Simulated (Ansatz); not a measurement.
C$_{4}$H$_{12}$Cl$_{2}$In$_{2}$S$_{2}$, SMILES `C[CH2][In@-]1([Cl])[SH+][In@-]([Cl])([CH2]C)[SH+]1`, 22 atoms. The species carries charge 0 and has multiplicity 1. Correlated methods include outer-core shells of In, which these sets cover unevenly. In: def2 effective core potential. Hardware: A = 11 threads of an AMD EPYC 7R13 on a shared host; B = 11 threads of an AMD EPYC 7R13 on a shared host and a whole NVIDIA H100 80 GB. Correlated methods freeze the cores.

Q: Give the basis size and wall time and peak host memory of each of these runs in Ansatz. RKS PBE0-D4/def2-QZVPP energy [B]; RHF-CCSD(T)/def2-SVP energy [B]; direct RPA on PBE orbitals/def2-TZVPP energy [B]; RKS PBE-D4/def2-TZVPP energy and forces [B]; RKS ωB97M-V/def2-QZVPP energy [B]; RKS ωB97M-V/def2-SVP energy [A]; RKS ωB97X-V/def2-TZVPP energy [B]; RKS PBE0-D4/def2-TZVP relaxation (14 steps) [B]; RKS r2SCAN0-D4/def2-TZVPP energy [B]; RHF-CCSD(T)/def2-TZVPP energy [B]; RHF-MP2/def2-QZVPP energy [B]; RKS PBE0-D4/def2-SVP energy [A]. (An estimate is asked.)

A: The calculation gave: Other jobs shared the machine, so times are rough.

| level | job | functions | wall time | peak host memory (GiB) |
| --- | --- | --- | --- | --- |
| RKS PBE0-D4/def2-SVP | energy [A] | 240 | 3.8 s | 1.1 |
| RKS ωB97X-V/def2-TZVPP | energy [B] | 560 | 5.5 s | 1.3 |
| RKS PBE0-D4/def2-QZVPP | energy [B] | 1032 | 6.5 s | 1.7 |
| RKS r2SCAN0-D4/def2-TZVPP | energy [B] | 560 | 6.5 s | 1.2 |
| direct RPA on PBE orbitals/def2-TZVPP | energy [B] | 560 | 6.5 s | 3.3 |
| RHF-CCSD(T)/def2-SVP | energy [B] | 240 | 7 s | 0.86 |
| RKS ωB97M-V/def2-SVP | energy [A] | 240 | 10 s | 1.7 |
| RHF-MP2/def2-QZVPP | energy [B] | 1032 | 11 s | 1.8 |
| RKS PBE-D4/def2-TZVPP | energy and forces [B] | 560 | 13 s | 1.1 |
| RKS ωB97M-V/def2-QZVPP | energy [B] | 1032 | 13 s | 1.9 |
| RKS PBE0-D4/def2-TZVP | relaxation (14 steps) [B] | 444 | 36 s | 1.4 |
| RHF-CCSD(T)/def2-TZVPP | energy [B] | 560 | 68 s | 1.1 |
